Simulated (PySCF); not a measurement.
Compound: C3H7F3OSi.
Z-matrix (Å and degrees, PBE0-D3(BJ)/def2-SVP geometry), rows numbered from 1:
```
C 
C   1  1.5085
O   2  1.4165  1  109.20
Si  3  1.6503  2  125.80  1   179.28
C   4  1.9331  3  109.56  2    65.20
F   5  1.3398  4  112.40  3    58.81
F   5  1.3478  4  111.36  3   -61.21
F   5  1.3416  4  111.42  3   179.31
H   1  1.1001  2  110.42  3    60.21
H   1  1.0999  2  110.54  3   -59.48
H   1  1.1002  2  110.55  3  -179.71
H   2  1.1065  1  110.40  3   120.80
H   2  1.1047  1  110.45  3  -121.09
H   4  1.4923  3  112.67  2   -52.47
H   4  1.4823  3  108.02  2  -177.64
```

Method used: PBE0-D3(BJ)/def2-SVP geometry optimisation, gas phase (PySCF).

Masses are those of the commonest isotopes; rigid-rotor values at the optimised geometry. The values belong to one conformer with, in the numbering `[CH3:1][CH2:2][O:3][SiH2:4][C:5]([F:6])([F:7])[F:8]`, C1–C2–O3–Si4 179°, C2–O3–Si4–C5 65°.

**Question.** Give the principal moments of inertia and the rotational constants in cm⁻¹.

**Answer.** Ia = 161.69, Ib = 553.87, Ic = 603.02 u·Å²; 505379 MHz·u·Å²/I gives 3126, 912.5 and 838.1 MHz, that is A = 0.10426, B = 0.03044, C = 0.02796 cm⁻¹.

**Question.** Classify the top.

**Answer.** A near-prolate asymmetric top. Ray's parameter κ = (2B − A − C)/(A − C) = -0.935; −1 is the prolate and +1 the oblate limit.

**Question.** Is it planar, by Δ = Ic − Ia − Ib?

**Answer.** Not planar: Δ = Ic − Ia − Ib = -112.54 u·Å². For a rigid frame Δ = −2 Σ m c², so Σ m c² = 56.27 u·Å² lies off the ab plane: 7.35 from hydrogen and 48.92 from heavier atoms. The atom farthest from that plane is 1.49 Å away.

**Question.** Give the coordinates in the principal-axis frame, origin at the centre of mass.

**Answer.** The sense of each axis is arbitrary; atoms in the order of the calculation.
```
atom  mass (u)   a (Å)   b (Å)   c (Å)
  C1    12.000  -3.541  -0.628  -0.207
  C2    12.000  -2.218  -0.354   0.463
  O3    15.995  -1.507   0.615  -0.287
 Si4    27.977  -0.021   1.226   0.087
  C5    12.000   1.302  -0.179  -0.019
  F6    18.998   1.357  -0.738  -1.235
  F7    18.998   1.038  -1.169   0.857
  F8    18.998   2.530   0.281   0.265
  H9     1.008  -3.383  -1.011  -1.226
 H10     1.008  -4.138   0.294  -0.275
 H11     1.008  -4.115  -1.375   0.361
 H12     1.008  -2.377   0.014   1.495
 H13     1.008  -1.624  -1.282   0.540
 H14     1.008   0.050   1.752   1.482
 H15     1.008   0.323   2.250  -0.929
```

**Question.** Which types of transition are allowed, and where do some lines up to J = 2 fall?

**Answer.** The dipole components are |μa| = 1.77 D, |μb| = 0.57 D, |μc| = 0.87 D. Intensities carry the squares of the components, which stand as 1.00 : 0.10 : 0.24 (a : b : c). Some lines, for components of 0.1 D or more:

```csv
type,branch,"J(Ka,Kc)",MHz,lower level (cm⁻¹)
b,R,"2(0,2) ← 1(1,1)",1286,0.132
c,Q,"2(1,2) ← 2(0,2)",2141,0.175
b,Q,"1(1,0) ← 1(0,1)",2288,0.058
a,R,"2(0,2) ← 1(0,1)",3499,0.058
b,R,"1(1,1) ← 0(0,0)",3964,0.000
c,R,"1(1,0) ← 0(0,0)",4038,0.000
c,R,"2(1,1) ← 1(0,1)",5863,0.058
c,Q,"2(2,1) ← 2(1,1)",6640,0.254
c,R,"2(2,1) ← 1(1,1)",10290,0.132
b,R,"2(2,0) ← 1(1,1)",10291,0.132
```

**Question.** Estimate the classical rotational partition function at 25 K, 50 K and 298.15 K.

**Answer.** Point group C1, symmetry number σ = 1; q = (√π/σ)·√((kT/h)³/(ABC)), k/h = 20836.6 MHz/K: 13600 at 25 K, 38600 at 50 K, 561000 at 298.15 K.

Stationary, but not proved a minimum. No vibrational averaging or centrifugal distortion is included, and the geometry carries the error of its method. A rigid rotor knows nothing of internal rotation, which can split or shift real lines.

On an Arm Neoverse N1 with one thread, shared host with 64 logical CPUs at a one-minute load of 54, this took 4.2 min and 0.59 GiB of memory at its peak. These figures are those of the optimisation.
